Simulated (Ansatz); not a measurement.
Born–Oppenheimer molecular dynamics of FH5O2Sn (9 atoms, charge 0, multiplicity 1). It starts from a rough guess of a transition structure, not a stationary point.

These are results of Ansatz, UKS BHLYP/def2-SVP, not measurements.

| Item | Value |
| --- | --- |
| ensemble | NVE (velocity Verlet) |
| time step | 0.5 fs |
| steps asked | 150 |
| starting velocities drawn for | 100 K |
| seed | 202429 |

First frame:

```xyz
9
Properties=species:S:1:pos:R:3
Sn -0.293 0.995 -0.719
F 0.934 1.060 1.261
H -0.988 0.098 -2.020
H -1.495 1.499 0.346
H 1.027 1.906 -1.233
H 0.925 -0.122 1.048
O 0.628 -1.021 0.194
O -0.459 -1.760 0.721
H -0.279 -2.654 0.403
```

How far do the bonds stretch over the last three quarters of this one trajectory? (Pairs bonded in most of those frames.)


```
  bond  mean (Å)  spread (Å)  shortest  longest
Sn1–F2     2.108       0.123      1.91     2.29
Sn1–H3     1.724       0.018      1.69     1.75
Sn1–H4     1.706       0.020      1.67     1.74
Sn1–H5     1.708       0.018      1.68     1.74
Sn1–O7     2.329       0.092      2.23     2.55
 H6–O7     1.028       0.060      0.91     1.14
 O7–O8     1.404       0.012      1.38     1.43
 O8–H9     0.959       0.014      0.94     0.98
```

Mean temperature of the second half: 412 K. The conserved energy stayed within 0.27 meV per atom of its start (net change -0.11 meV per atom), so the integration is sound. The system heated up, since it started high on the potential surface and ran downhill. A run of 0.075 ps of so small a system gives no equilibrium averages. The orbitals stay closed-shell, which can raise the energy where a bond breaks towards radicals; this wasn't checked here.

Time of the run: 17 min on 2 threads of Arm Neoverse N1 (shared host), peak memory 0.27 GiB.
